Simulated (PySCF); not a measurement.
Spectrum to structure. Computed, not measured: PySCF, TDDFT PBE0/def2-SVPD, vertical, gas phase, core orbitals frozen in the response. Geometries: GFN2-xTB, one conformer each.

```tsv
state	ν̃ (cm⁻¹)	f	main configurations (H = HOMO, L = LUMO)
S1	58090	0.0024	H→L (96%)
S2	62500	0.012	H→L+1 (50%), H-1→L (41%)
S3	63640	0.0051	H→L+1 (28%), H-1→L (27%), H→L+2 (21%)
S4	64000	0.0062	H→L+2 (59%), H-1→L (14%), H-2→L (13%)
S5	65700	0.0027	H-2→L (58%), H→L+1 (17%), H→L+4 (10%)
S6	66090	0.0079	H→L+4 (74%), H→L+2 (13%)
```

Question: Which structure fits? All have the formula C4H8O3.
A. `O1C(OCC1)OC`
B. `COCOC(C)=O`
C. `CCOCOC=O`

Answer: A. Its S1, at 7.20 eV, is the highest among the candidates; the nearest of the others has S1 at 5.91 eV. S1 is HOMO→LUMO (96%). Löwdin shares by element: HOMO oxygen 71%, carbon 5% or more (atoms not listed hold the other 24%); LUMO carbon 46% (atoms not listed hold the other 54%). At the same level the other candidates give, for their lowest levels:
- `COCOC(C)=O`: 5.91 eV (f 0.001); 7.44 eV (f 0.012); 7.47 eV (f 0.007); 7.86 eV (f 0.034); 8.01 eV (f 0.122); T1 5.35 eV; HOMO -8.01, LUMO 0.16 eV
- `CCOCOC=O`: 5.89 eV (f 0.001); 6.84 eV (f 0.006); 7.73 eV (f 0.006); 7.88 eV (f 0.031); 8.21 eV (f 0.017); T1 5.32 eV; HOMO -8.10, LUMO -0.25 eV
Triplets come from the Tamm–Dancoff approximation.

Without π bonds the low states may be Rydberg-like; a valence basis with one diffuse set may place them up to an eV too high.
